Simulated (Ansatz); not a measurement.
Reaction (ligand exchange at the Si–N bond): `BN[SiH2]C=C` + HBr → `C=C[SiH2]Br` + `BN`

Isolated molecules relaxed with PBE0-D4/def2-TZVP in Ansatz; ΔE leaves out vibrations. CCSD(T)/CBS is the MP2 limit (def2-TZVPP, def2-QZVPP) plus CCSD(T) − MP2 in def2-TZVPP, frozen cores. This one scheme is used for every species. DFT in def2-TZVPP. For Br outer-core shells are correlated without core-valence functions, which leaves a few kJ/mol of doubt a bond. Scalar relativity is left out up to krypton. One conformer a species, not always the lowest.

`BN[SiH2]C=C`:

Cartesian coordinates in Å:
```
B 0.907 2.064 1.403
N 0.955 1.002 0.495
Si -0.347 0.413 -0.511
C -0.744 -1.359 -0.130
C -0.645 -2.323 -1.042
H -0.117 2.671 1.534
H 1.885 2.349 2.035
H 1.835 0.510 0.419
H 0.045 0.467 -1.946
H -1.499 1.309 -0.250
H -1.072 -1.629 0.873
H -0.321 -2.113 -2.058
H -0.881 -3.361 -0.822
```

HBr:

```xyz
2

Br    0.474    0.480   -0.221
H    -0.474   -0.480    0.221
```

`C=C[SiH2]Br`:

Cartesian coordinates in Å:
```
C -1.316 0.624 0.607
C -0.686 -0.182 -0.243
Si 1.156 -0.197 -0.387
Br 1.951 -2.201 0.178
H -0.773 1.300 1.263
H -2.399 0.646 0.690
H -1.275 -0.847 -0.873
H 1.610 0.051 -1.776
H 1.732 0.806 0.541
```

`BN`:

Cartesian coordinates in Å:
```
B -0.101 -0.584 0.340
N 0.104 0.600 -0.350
H -0.410 -0.536 1.495
H 0.038 -1.623 -0.238
H 0.365 0.635 -1.320
H 0.005 1.508 0.072
```

Question: Is it downhill or uphill in electronic energy at CCSD(T)/CBS, and by how much? (An estimate is asked.)

Answer: Ansatz gave: Downhill: ΔE = -53.8 kJ/mol.

Question: What do these levels give: PBE0-D4, B2PLYP, revPBE, CAM-B3LYP, HF/def2-SVP, CCSD/def2-SVP, CCSD(T)/def2-TZVPP, HF/def2-QZVPP, MP2/def2-QZVPP, SCS-MP2/def2-QZVPP, HF/CBS(def2), CCSD/CBS(def2)? (An estimate is asked.)

Answer: Ansatz gave: PBE0-D4 -59.1, B2PLYP -54.2, revPBE -63.4, CAM-B3LYP -52.0, HF/def2-SVP -53.5, CCSD/def2-SVP -48.1, CCSD(T)/def2-TZVPP -48.8, HF/def2-QZVPP -54.2, MP2/def2-QZVPP -55.7, SCS-MP2/def2-QZVPP -53.1, HF/CBS(def2) -54.0, CCSD/CBS(def2) -54.0 kJ/mol.

Largest T1 diagnostic among the species: 0.012.

At CCSD(T), def2-SVP lies +6.4 kJ/mol from the extrapolated value and def2-TZVPP +5.0 kJ/mol. Leaving LDA and LC-ωPBE aside and taking each functional with its dispersion term where it has one, the values, not all of them listed here, spread over 9.1 kJ/mol, from HSE06-D4 to CAM-B3LYP-D4. LDA lies +6.9 kJ/mol from PBE without D4.
